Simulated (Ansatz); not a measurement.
`[F][GeH3]` → F• + `[GeH3]`• at 700 K and 1 bar (homolysis of the F–Ge bond).

Program: Ansatz. Geometries: PBE0-D4/def2-TZVP. ΔE: electronic, gas phase. CBS: MP2 limit from def2 TZ/QZ plus the TZ coupled-cluster correction, frozen cores. This one scheme is used for every species, atoms too. Open shells (•) are unrestricted, without spin–orbit coupling. Spin–orbit coupling would lower the free atoms: a little for F. For Ge outer-core shells are correlated without core-valence functions, so the limit isn't a true one: a few kJ/mol of doubt a bond, and 10 to 20 or more in all where bonds break to atoms. Scalar relativity is left out up to krypton.

```tsv
species	CCSD(T)/CBS energy (Eh)	H − E (kJ/mol)	S (J/(mol·K))
`[F][GeH3]`	-2177.72589	105.3	308.2
F•	-99.66871	14.6	178.2
`[GeH3]`•	-2077.84911	83.9	272.4
```

H − E and S are ideal-gas, rigid-rotor, harmonic terms from PBE0-D4/def2-TZVP, with the whole ground term of open shells counted as degenerate. 1 Eh = 2625.50 kJ/mol, R = 8.31446 J/(mol·K).

**Question.** By hand: ΔE, ΔH, ΔS and ΔG.

**Answer.** ΔE = (-99.66871) + (-2077.84911) − (-2177.72589) = 0.20807 Eh = 546.3 kJ/mol. Δ(H − E) = 14.6 + 83.9 − 105.3 = -6.8, so ΔH = 539.5 kJ/mol. ΔS = 178.2 + 272.4 − 308.2 = 142.4 J/(mol·K). ΔG = 539.5 − 700 × (142.4)/1000 = 439.8 kJ/mol.

**Question.** By hand: the equilibrium constant, and the temperature at which ΔG would vanish if ΔH and ΔS stayed fixed.

**Answer.** log₁₀ K = −ΔG/(RT ln 10) = -32.8. ΔG = 0 at ΔH/ΔS = 3789 K, far beyond where these terms or the molecules hold.

The number of gas molecules changes by +1, which sets the sign of ΔS. A doubt of 5 kJ/mol in ΔE shifts log₁₀ K by 0.4 here. These are equilibria of isolated gas molecules and say nothing of rates. Largest T1 diagnostic: 0.012 (customary marks: 0.02 for closed shells, 0.045 for open ones).
